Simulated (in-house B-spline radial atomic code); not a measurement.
Total energies of neutral atoms against the large-Z expansion E = -0.768745 Z^(7/3) + Z²/2 - 0.269900 Z^(5/3) hartree (Thomas-Fermi, Scott, and Dirac-Schwinger terms). The Hartree-Fock values are computed with a B-spline radial code for spherical atoms: non-relativistic, point nucleus, average of the ground configuration.

```csv
atom,Thomas-Fermi,three terms,Hartree-Fock,three terms less HF
Hf,-16578.99,-14323.32,?,?
Ta,-17121.26,-14800.90,-14799.754,-1.15
W,-17673.52,-15287.55,-15287.450,-0.11
Re,-18235.82,-15783.32,-15784.361,1.04
Os,-18808.21,-16288.24,-16290.540,2.30
Ir,-19390.72,-16802.37,-16806.039,3.67
Pt,-19983.42,-17325.74,-17331.066,5.33
Au,-20586.33,-17858.39,-17865.400,7.01
Hg,-21199.50,-18400.38,?,?
Tl,-21822.98,-18951.75,-18961.825,10.08
```

Problem. What is the Hartree-Fock energy of Hf?

Solution. -14321.224 hartree; the three-term formula lies 2.09 hartree (0.01 %) below it.

Problem. What is the Hartree-Fock energy of Hg?

Solution. -18408.991 hartree; the three-term formula lies 8.61 hartree (0.05 %) above it.

Problem. How good is each level?

Solution. Over these atoms Thomas-Fermi alone overbinds by 15.1 to 15.8 %, and the three-term formula is within 0.06 %; what remains oscillates with the shell structure.
